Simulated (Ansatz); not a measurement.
Coupled-cluster run, `[CH3][Ga]([OH])[GeH3]`.

```yaml
crystal:
  periodic: [false, false, false]
  atoms:
    - {symbol: C, position_ang: [-0.164226, 1.912847, 0.391789]}
    - {symbol: Ga, position_ang: [0.331484, 0.010379, 0.289488]}
    - {symbol: O, position_ang: [1.752332, -0.530718, 1.249324]}
    - {symbol: Ge, position_ang: [-0.651684, -1.813835, -0.990774]}
    - {symbol: H, position_ang: [-1.168309, 2.091390, 0.005484]}
    - {symbol: H, position_ang: [-0.114816, 2.268377, 1.423595]}
    - {symbol: H, position_ang: [0.539067, 2.505904, -0.199723]}
    - {symbol: H, position_ang: [2.175238, 0.166761, 1.755001]}
    - {symbol: H, position_ang: [-2.180344, -1.659304, -1.108838]}
    - {symbol: H, position_ang: [-0.094132, -1.821084, -2.427554]}
    - {symbol: H, position_ang: [-0.359110, -3.187816, -0.367292]}
basis:
  gaussian: {orbitals: def2-SVP}
correlation: {method: ccsd_t}
```

```sh
$ ansatz run in.yaml --threads 4 --pin off --events-out ev --progress --plain --max-ram 10444MiB
```

Log, shortened:

```
Functional definition: HF
1272 factors; integrals over basis functions are off by at most 1.4e-3 eV
mean field evaluation 1: about -111966.7118 eV, gradient 4.2e1 eV
mean field evaluation 2: about -111966.7139 eV, gradient 4.2e1 eV
mean field evaluation 4: about -111970.8498 eV, gradient 3.7e0 eV
mean field evaluation 8: about -111970.9040 eV, gradient 2.0e-4 eV
mean field -111970.90397706 eV, -4114.8548245524 hartree, gradient 9.3e-7 eV, S^2 0.000000; 0 other end points of the search recorded, 0 dependent functions left out
20 core orbitals not correlated: weight in the atoms' cores, before any rotation towards them, 1.000 or more for the frozen orbitals, at most 0.000 for the correlated occupied ones
reference -111970.90397706 eV, -4114.8548245524 hartree; 22, 22 occupied and 85, 85 virtual orbitals, 1272 factors
second order -21.45290089 eV of doubles, -0.00000000 eV of singles
cycle   1  -21.24928819 eV  change    2.0e-1 eV  update   1.2e-1
cycle   2  -21.96906640 eV  change   -7.2e-1 eV  update   3.8e-2
cycle   3  -22.11005096 eV  change   -1.4e-1 eV  update   2.1e-2
cycle   4  -22.09543252 eV  change    1.5e-2 eV  update   5.5e-3
cycle   5  -22.09477704 eV  change    6.6e-4 eV  update   3.1e-3
cycle   6  -22.09513112 eV  change   -3.5e-4 eV  update   9.4e-4
cycle   7  -22.09467378 eV  change    4.6e-4 eV  update   4.0e-4
cycle   8  -22.09467760 eV  change   -3.8e-6 eV  update   1.2e-4
cycle   9  -22.09473246 eV  change   -5.5e-5 eV  update   4.1e-5
cycle  10  -22.09473421 eV  change   -1.7e-6 eV  update   1.4e-5
perturbative correction -0.63882032 eV, -0.0234762138 hartree
Total energy: -111993.63753159 eV, -4115.6902672720 hartree
```

Hardware: 4 threads of an Arm Neoverse V1 on a shared host. Wall time 15 s, peak host memory 0.77 GiB.

Correlation energy per correlated electron: -0.517 eV. T1 diagnostic: 0.0131.
